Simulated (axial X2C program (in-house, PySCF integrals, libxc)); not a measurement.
## PbSe: properties at the nuclei

Calculated with an in-house all-electron X2C program for linear molecules (integrals from PySCF): two-component X2C with atomic mean-field Coulomb and Gaunt terms, Gaussian nuclei, basis Pb dyall-cv3z, Se dyall-cv3z with contracted cores.

R = 2.408 Å (near the PBE0 minimum at charge 0 of the determinant lowest at the starting distance; the state shown can have its own minimum elsewhere).

Input and command:
```json
{"zs": [82, 34], "q": 0, "bas": ["dyall-cv3z", "dyall-cv3z"], "r0": 2.42, "levels": ["PBE0", "HF", "B3LYP", "BHandHLYP", "r2SCAN"], "nst": 3}
```
```bash
python soeom.py task.json out
```

Keys: zs atomic numbers; q charge; bas basis sets; r0 starting distance in Å; levels methods; nst determinants followed.

Determinant lowest in the PBE0 search, Ω = 0 (closed shell), highest spinor 78% Se p, 17% Pb p, 4% Pb d:

| level | qzz Pb (a.u.) | qzz Se (a.u.) | μ (D) |
| --- | --- | --- | --- |
| PBE0 | -13.41 | 0.81 | -3.61 |
| HF | -17.02 | 1.54 | -4.34 |
| B3LYP | -12.71 | 0.70 | -3.46 |
| BHandHLYP | -14.28 | 1.05 | -3.83 |
| r2SCAN | -13.07 | 0.57 | -3.52 |

Determinant 1.90 eV from it at PBE0 and this distance, Ω = 1 (⟨Sz⟩ = 0.97, ⟨Lz⟩ = 0.03 at PBE0), spin on the atoms Pb 0.46, Se 0.51:

```tsv
level	Eeff magnitude (GV/cm)	Ws magnitude Pb (kHz)	A∥/gI Pb (MHz)	qzz Pb (a.u.)	A∥/gI Se (MHz)	qzz Se (a.u.)	μ (D)
PBE0	28.7	33.2	-3570	-4.94	421	-1.85	-1.14
HF	31.2	36.2	-3820	-6.27	487	-1.66	-1.38
B3LYP	30.2	35	-3320	-4.71	443	-1.94	-1.11
BHandHLYP	34.1	39.5	-3440	-5.18	470	-1.80	-1.28
r2SCAN	20.1	23	-3970	-4.58	450	-2.06	-1.02
```

Eeff is the effective electric field on the electron electric dipole moment in this Ω state and Ws the scalar–pseudoscalar constant of the nucleus named (defined with the proton number Z and per Ω); A∥ (defined per Ω) follows by multiplying with gI = μI/(I μN); qzz is the electric field gradient, eQq0 = 234.96 MHz × Q/barn × qzz; μ is positive if the Se end (last atom) is positive. The operators were transformed with the bare-nucleus X2C matrices; with these basis sets, hyperfine constants and field gradients can be off by tens of per cent, and where levels differ in sign neither size nor sign is settled.

Each state is one determinant with collinear spin, which with several unpaired electrons need not be a pure state. Unrestricted Hartree–Fock can overshoot spin polarisation at the nuclei. A closed determinant beside an open π² or δ² triplet, such as (π1/2)², mixes with its partner pair into the 0⁺ component of the triplet and ¹Σ⁺, so its energy is not that of a level, and 0⁺ can lie lowest. With several open shells hyperfine constants can be off by a factor of several. Open-shell Ω = 0 determinants with evenly filled partner blocks cannot be reached by this program, so the Ω shown need not be the lowest component. The search compared states at one distance, so a state with another bond length can lie lower. Further determinants of the search, some of them spin-mixed, are not shown. Where a field gradient or hyperfine factor spreads by more than a factor of two over the levels, a constant derived from it is not to be relied on. PBE0 term energies can be off by some tenths of an eV.
